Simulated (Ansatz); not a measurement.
`CCCOCF` and `BOCCC` differ in one atom or group.

Ansatz, PBE0-D4/def2-TZVP geometries, multiplicity 1. Each molecule was computed in one conformer, which needn't be the lowest.

```csv
property,`CCCOCF`
size of the dipole moment (B3LYP/def2-TZVPP) / D,1.63
HOMO energy (ωB97M-V/def2-TZVPP) / eV,-10.69
HOMO–LUMO gap (PBE0/def2-TZVPP) / eV,9.58
HOMO energy (PBE/def2-TZVPP) / eV,-6.73
size of the dipole moment (ωB97M-V/def2-TZVPP) / D,1.63
HOMO energy (PBE0/def2-TZVPP) / eV,-8.29
```

Q: What does the change do to each property? (Estimate.)

A: Ansatz gave: 
| property | `BOCCC` | shift |
| --- | --- | --- |
| size of the dipole moment (B3LYP/def2-TZVPP) / D | 1.83 | 0.20 |
| HOMO energy (ωB97M-V/def2-TZVPP) / eV | -10.88 | -0.19 |
| HOMO–LUMO gap (PBE0/def2-TZVPP) / eV | 8.20 | -1.38 |
| HOMO energy (PBE/def2-TZVPP) / eV | -7.03 | -0.30 |
| size of the dipole moment (ωB97M-V/def2-TZVPP) / D | 1.83 | 0.20 |
| HOMO energy (PBE0/def2-TZVPP) / eV | -8.51 | -0.22 |

With PBE0 the HOMO falls by 0.22 eV and the LUMO falls by 1.60 eV, so the gap narrows by about 1.38 eV. PBE moves the HOMO by -0.30 eV and ωB97M-V by -0.19 eV. Dipoles are sizes alone; their direction can turn.

B3LYP here is the variant with VWN-RPA as its local correlation; programs differ in this.
